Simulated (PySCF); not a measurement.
Work out the structure from these simulated measurements.

Formula: C5H4Cl3N.

- Rotational structure: rotational constants A, B, C: 1.188, 0.845, 0.714 GHz [GFN2-xTB]
- Polarisability: 100.9 au [B3LYP/def2-SVPD]
- UV, strongest line: among the 8 lowest singlet transitions: S6 at 7.02 eV (177 nm, f = 0.046) [TDDFT B3LYP/def2-SVPD]
- NMR, other nuclei: isotropic shieldings of nuclei other than C and H, by class: -36 (1 N), 651 (1 Cl), 661 (1 Cl), 764 (1 Cl) ppm [GIAO PBE0/pcSseg-1]
- Triplet: lowest triplet excitation (Tamm–Dancoff): 5.76 eV [TDA B3LYP/def2-SVPD]
- 13C NMR: chemical shifts (computed TMS as zero) by class: 121.7 (1 C), 91.3 (1 C), 61.3 (1 C), 28.6 (1 C), 18.1 (1 C) ppm [GIAO PBE0/pcSseg-1]
- UV, first state: lowest singlet excitation: 6.26 eV (198 nm, f = 0.004) [TDDFT B3LYP/def2-SVPD]
- Dipole: 3.32 D [B3LYP/def2-SVPD]
- 1H NMR: chemical shifts (computed TMS as zero) by class: 5.81 (1 H), 2.01 (1 H), 1.69 (1 H), 1.46 (1 H) ppm [GIAO PBE0/pcSseg-1]

Electronic properties: PySCF, gas phase, density fitting. Levels stand in brackets. One conformer (not necessarily the lowest) at the GFN2-xTB geometry, without solvent, vibrations or thermal averaging. Each NMR value is the plain mean over a class of atoms that symmetry, rotation or inversion makes alike.

Task: Propose a structure and show how it fits.

Result: Numbering: `[N:1]#[C:2][C@@H:3]1[CH2:4][C@:5]1([Cl:6])[CH:7]([Cl:8])[Cl:9]`. Its formula, C5H4Cl3N, gives 3 degrees of unsaturation: 1 ring and 2 π bonds in the structure found. 5 carbons fall into 5 classes; from least to most shielded: nitrile carbon [C2] (121.7 ppm), CHCl2 carbon [C7] (91.3 ppm), sp3 C–Cl carbon [C5] (61.3 ppm), three-membered-ring carbon [C4] (28.6 ppm), sp3 carbon next to a nitrile [C3] (18.1 ppm). Hydrogen classes from least to most shielded: 1 H on a CHCl2 carbon, C7 (5.81 ppm), 1 H on an sp3 carbon next to a nitrile, C3 (2.01 ppm), 1 H on a three-membered-ring carbon, C4 (1.69 ppm), 1 H on a three-membered-ring carbon, C4 (1.46 ppm). The other shieldings belong to: -36 ppm, nitrile nitrogen [N1]; 651 ppm, alkyl chlorine [Cl8]; 661 ppm, alkyl chlorine [Cl9]; 764 ppm, alkyl chlorine [Cl6]. S1 is mainly HOMO→LUMO (weight 0.96); the largest Löwdin shares of the orbital it empties are 0.46 on an alkyl chlorine, 0.14 on the sp3 C–Cl carbon, 0.09 on the sp3 carbon next to a nitrile and 0.07 on the nitrile nitrogen, of the orbital it fills 0.23 on an alkyl chlorine, 0.17 on an alkyl chlorine, 0.13 on the CHCl2 carbon and 0.13 on an alkyl chlorine. The optimised geometry has point group C1 and is an asymmetric top. Structure: `N#C[C@@H]1C[C@]1(Cl)C(Cl)Cl`. The assignments are read from this structure; whether some other isomer fits the data as well wasn't checked. The mirror image fits equally. NMR values of atoms bound to several Cl lack the spin–orbit term that these neighbours bring.

The values belong to the conformer `[N:1]#[C:2][C@@H:3]1[CH2:4][C@:5]1([Cl:6])[CH:7]([Cl:8])[Cl:9]`: C4–C5–C7–Cl8 -155°.
